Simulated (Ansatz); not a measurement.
**Molecular dynamics of CO2**

Input file:

```yaml
accuracy: low
crystal:
  lattice:
    - [8.588917, 0.0, 0.0]
    - [0.0, 8.588917, 0.0]
    - [0.0, 0.0, 8.588917]
  atoms:
    - { symbol: C, position: [0.64590736, 0.81458298, 0.22576881] }
    - { symbol: O, position: [0.5385816, 0.86713445, 0.16232492] }
    - { symbol: O, position: [0.75150112, 0.76183344, 0.29183972] }
    - { symbol: C, position: [0.32974345, 0.30430172, 0.58963296] }
    - { symbol: O, position: [0.27662219, 0.33901064, 0.70935668] }
    - { symbol: O, position: [0.38337888, 0.26939096, 0.47092893] }
    - { symbol: C, position: [0.0041761, 0.78360348, 0.89889469] }
    - { symbol: O, position: [-0.07045038, 0.86594558, 0.97546024] }
    - { symbol: O, position: [0.07823029, 0.70129316, 0.82111091] }
    - { symbol: C, position: [0.38361858, 0.03704799, 0.91966396] }
    - { symbol: O, position: [0.2763381, 0.03069158, 1.00139724] }
    - { symbol: O, position: [0.49014731, 0.04320001, 0.83595206] }
    - { symbol: C, position: [0.91564578, 0.14107807, 0.29796039] }
    - { symbol: O, position: [1.01675545, 0.15678391, 0.38606619] }
    - { symbol: O, position: [0.81424509, 0.12608517, 0.20972232] }
    - { symbol: C, position: [0.32517769, 0.59002228, 0.17382353] }
    - { symbol: O, position: [0.43925249, 0.52282483, 0.19979541] }
    - { symbol: O, position: [0.21082983, 0.65826206, 0.14927728] }
    - { symbol: C, position: [0.69359689, 0.42245891, 0.56154989] }
    - { symbol: O, position: [0.62327277, 0.42707557, 0.67700299] }
    - { symbol: O, position: [0.76335149, 0.4186509, 0.44604146] }
    - { symbol: C, position: [-0.03583169, 0.42594559, 0.04825067] }
    - { symbol: O, position: [0.06848686, 0.34150636, 0.06544638] }
    - { symbol: O, position: [-0.13998863, 0.51035066, 0.03214638] }
    - { symbol: C, position: [0.07049851, 0.66021567, 0.46388304] }
    - { symbol: O, position: [0.04124593, 0.79179503, 0.47082791] }
    - { symbol: O, position: [0.10025746, 0.52844484, 0.45665398] }
    - { symbol: C, position: [1.0016976, 0.1580009, 0.73017081] }
    - { symbol: O, position: [1.07868687, 0.04852306, 0.71111897] }
    - { symbol: O, position: [0.92329276, 0.26634055, 0.74889972] }
    - { symbol: C, position: [0.72994683, 0.8977977, 0.6109824] }
    - { symbol: O, position: [0.73653428, 0.77733229, 0.67203918] }
    - { symbol: O, position: [0.72259187, 1.01827045, 0.55028832] }
    - { symbol: C, position: [0.41057613, 0.68048601, 0.73235612] }
    - { symbol: O, position: [0.4317183, 0.67687052, 0.86546149] }
    - { symbol: O, position: [0.39013124, 0.68628729, 0.59864665] }
basis:
  ecutwfc: 500.0
kpoints:
  mp_grid: { grid: [1, 1, 1] }
hamiltonian:
  xc: r2scan
  dispersion: d3bj
scf:
  occupations: { method: fermi_dirac, width: 0.02 }
  lower_state_search: "off"
md:
  timestep: 1
  n_steps: 80
  ensemble: nvt_langevin
  temperature: 1000.0
  initial_velocities: maxwell_boltzmann
  seed: 476434
  friction: 0.02
```

Command:

```bash
$ ansatz run input.yaml --threads 2 --pin off --max-ram 5120MiB --backend cpu --events-out ev --progress --plain --runs-dir out
```

It starts from a partly relaxed structure (largest force component 0.19 eV/Å).

Output, in part (step lines):

```
md step     0: t =     0.00 fs  T =   972.2 K  F+E_penalty+E_count = -16652.71811633 eV  E_kin = 4.524100 eV  (10 SCF iters)
md step     1: t =     1.00 fs  T =   936.5 K  F+E_penalty+E_count = -16652.54479907 eV  E_kin = 4.357733 eV  (9 SCF iters)
md step     2: t =     2.00 fs  T =   882.2 K  F+E_penalty+E_count = -16652.14599010 eV  E_kin = 4.105155 eV  (9 SCF iters)
md step     3: t =     3.00 fs  T =   814.9 K  F+E_penalty+E_count = -16651.75271010 eV  E_kin = 3.792166 eV  (9 SCF iters)
md step     4: t =     4.00 fs  T =   790.2 K  F+E_penalty+E_count = -16651.50413037 eV  E_kin = 3.677023 eV  (9 SCF iters)
md step     5: t =     5.00 fs  T =   727.5 K  F+E_penalty+E_count = -16651.45154708 eV  E_kin = 3.385153 eV  (7 SCF iters)
md step     6: t =     6.00 fs  T =   729.3 K  F+E_penalty+E_count = -16651.54203522 eV  E_kin = 3.393895 eV  (7 SCF iters)
md step     7: t =     7.00 fs  T =   764.8 K  F+E_penalty+E_count = -16651.62123795 eV  E_kin = 3.558945 eV  (7 SCF iters)
[... lines left out ...]
```

The steps, from the saved trajectory:

```json
{"time (fs)": "0.0", "T (K)": "972", "potential energy less start (eV)": "0.000"}
{"time (fs)": "2.0", "T (K)": "882", "potential energy less start (eV)": "0.572"}
{"time (fs)": "4.0", "T (K)": "790", "potential energy less start (eV)": "1.214"}
{"time (fs)": "6.0", "T (K)": "729", "potential energy less start (eV)": "1.176"}
{"time (fs)": "8.0", "T (K)": "711", "potential energy less start (eV)": "1.153"}
{"time (fs)": "10.0", "T (K)": "632", "potential energy less start (eV)": "1.551"}
{"time (fs)": "12.0", "T (K)": "570", "potential energy less start (eV)": "1.687"}
{"time (fs)": "14.0", "T (K)": "701", "potential energy less start (eV)": "1.114"}
{"time (fs)": "16.0", "T (K)": "735", "potential energy less start (eV)": "0.962"}
{"time (fs)": "18.0", "T (K)": "624", "potential energy less start (eV)": "1.521"}
{"time (fs)": "20.0", "T (K)": "693", "potential energy less start (eV)": "1.547"}
{"time (fs)": "22.0", "T (K)": "748", "potential energy less start (eV)": "1.333"}
{"time (fs)": "24.0", "T (K)": "778", "potential energy less start (eV)": "1.465"}
{"time (fs)": "26.0", "T (K)": "771", "potential energy less start (eV)": "1.589"}
{"time (fs)": "28.0", "T (K)": "756", "potential energy less start (eV)": "1.694"}
{"time (fs)": "30.0", "T (K)": "796", "potential energy less start (eV)": "1.983"}
{"time (fs)": "32.0", "T (K)": "760", "potential energy less start (eV)": "2.351"}
{"time (fs)": "34.0", "T (K)": "717", "potential energy less start (eV)": "2.488"}
{"time (fs)": "36.0", "T (K)": "697", "potential energy less start (eV)": "2.250"}
{"time (fs)": "38.0", "T (K)": "717", "potential energy less start (eV)": "2.078"}
{"time (fs)": "40.0", "T (K)": "738", "potential energy less start (eV)": "2.231"}
{"time (fs)": "42.0", "T (K)": "729", "potential energy less start (eV)": "2.178"}
{"time (fs)": "44.0", "T (K)": "760", "potential energy less start (eV)": "2.088"}
{"time (fs)": "46.0", "T (K)": "819", "potential energy less start (eV)": "2.127"}
{"time (fs)": "48.0", "T (K)": "845", "potential energy less start (eV)": "2.338"}
{"time (fs)": "50.0", "T (K)": "972", "potential energy less start (eV)": "2.354"}
{"time (fs)": "52.0", "T (K)": "819", "potential energy less start (eV)": "2.651"}
{"time (fs)": "54.0", "T (K)": "675", "potential energy less start (eV)": "3.095"}
{"time (fs)": "56.0", "T (K)": "758", "potential energy less start (eV)": "2.928"}
{"time (fs)": "58.0", "T (K)": "757", "potential energy less start (eV)": "2.860"}
{"time (fs)": "60.0", "T (K)": "673", "potential energy less start (eV)": "3.203"}
{"time (fs)": "62.0", "T (K)": "741", "potential energy less start (eV)": "3.114"}
{"time (fs)": "64.0", "T (K)": "804", "potential energy less start (eV)": "2.959"}
{"time (fs)": "66.0", "T (K)": "884", "potential energy less start (eV)": "2.847"}
{"time (fs)": "68.0", "T (K)": "1027", "potential energy less start (eV)": "2.465"}
{"time (fs)": "70.0", "T (K)": "1008", "potential energy less start (eV)": "2.327"}
{"time (fs)": "72.0", "T (K)": "1014", "potential energy less start (eV)": "2.519"}
{"time (fs)": "74.0", "T (K)": "1008", "potential energy less start (eV)": "2.736"}
{"time (fs)": "76.0", "T (K)": "1040", "potential energy less start (eV)": "2.945"}
{"time (fs)": "78.0", "T (K)": "1058", "potential energy less start (eV)": "3.065"}
{"time (fs)": "80.0", "T (K)": "1114", "potential energy less start (eV)": "3.332"}
```

All steps were run. The mean temperature of the second half is 13 % below the set value. A run of 0.08 ps of so small a system gives no equilibrium averages. Limits of this set-up: coarse k mesh, low accuracy level.

Mean squared displacements from the first frame to the last, about the centre of mass: C 0.16 Å², O 0.28 Å².

Last frame:

```xyz
36
Lattice="8.5889 0.0000 0.0000 0.0000 8.5889 0.0000 0.0000 0.0000 8.5889" Properties=species:S:1:pos:R:3
C 5.712 7.317 2.373
O 4.585 7.552 2.509
O 6.857 7.131 2.501
C 2.619 2.606 5.073
O 2.272 2.866 6.131
O 2.905 2.189 4.067
C 0.120 6.616 7.813
O -0.183 7.396 8.621
O 0.593 6.031 6.889
C 2.812 0.335 8.138
O 2.235 0.051 9.141
O 3.603 0.516 7.278
C 7.803 1.329 2.652
O 8.580 1.331 3.450
O 6.744 1.366 2.050
C 3.054 4.840 1.396
O 4.206 4.404 1.565
O 2.026 5.361 1.271
C 5.818 3.864 4.552
O 5.138 3.473 5.372
O 6.601 4.078 3.752
C -0.090 3.679 0.290
O 0.959 3.135 0.373
O -1.022 4.275 0.035
C 0.688 5.165 4.102
O 0.537 6.334 3.976
O 0.918 4.078 3.863
C 8.566 1.657 6.761
O 9.117 0.643 6.764
O 8.143 2.715 6.578
C 6.217 8.210 5.183
O 6.111 7.271 5.864
O 6.026 9.232 4.630
C 3.578 5.954 5.999
O 4.167 5.714 6.949
O 3.086 6.294 4.982
```

Run time: 21 min on 2 threads of Arm Neoverse V1 (shared host), peak memory 1 GiB.
